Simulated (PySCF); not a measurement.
Job for PySCF: R-HF/3-21G on CH5GeN (SMILES [CH3][Ge][NH2]), a point of a bond scan (R = 0.982 Å).

```python
from pyscf import gto, scf, dft, mp
from pyscf.data.elements import chemcore

mol = gto.M(
    atom='''
    Ge   -0.21703830   -0.01007012    0.44524688
    C     0.73026279    1.39571344   -0.65095540
    H     0.42468484    2.29671948   -0.40776979
    H     0.59421149    1.25013447   -1.72469069
    H     1.80124161    1.34067309   -0.42974829
    N    -0.03643845   -1.35482851   -0.78605328
    H     0.40264891   -1.26537759   -1.69147724
    H    -0.37011551   -2.29049868   -0.61312951
    ''',
    basis='3-21g',
    charge=0, spin=0, verbose=3, max_memory=1800)
mf = scf.RHF(mol)
mf.conv_tol = 1e-8
mf.max_cycle = 100
mf.kernel()
if not mf.converged:
    mf = mf.newton().run(mf.mo_coeff, mf.mo_occ)
```

Q: Give the final energy of this run.

A: -2160.0624 hartree.
